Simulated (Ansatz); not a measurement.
ClGeH$_{4}$N (`[NH2][GeH2][Cl]`) at its PBE0-D4/def2-TZVP geometry, where that method's forces vanish. Charge 0, multiplicity 1.

```xyz
7

N     0.0005    0.6660    0.9939
Ge   -0.1582   -0.5647   -0.3345
Cl    0.7300    0.0968   -2.2072
H    -0.4879    1.5353    0.8307
H     0.9491    0.8685    1.2767
H    -1.6440   -0.7780   -0.6296
H     0.6104   -1.8240    0.0701
```

(1) What forces (eV/Å) does r2SCAN-D4/def2-TZVPP give on these atoms in the Gaussian-basis code of Ansatz? (Best estimate.)

Answers

(1) Computed: 
```
N1  -0.043 -0.044  0.073
Ge2 -0.043 -0.093  0.000
Cl3  0.028  0.016 -0.064
H4   0.011  0.028 -0.015
H5   0.021  0.023 -0.012
H6   0.057  0.014  0.023
H7  -0.031  0.055 -0.004
```
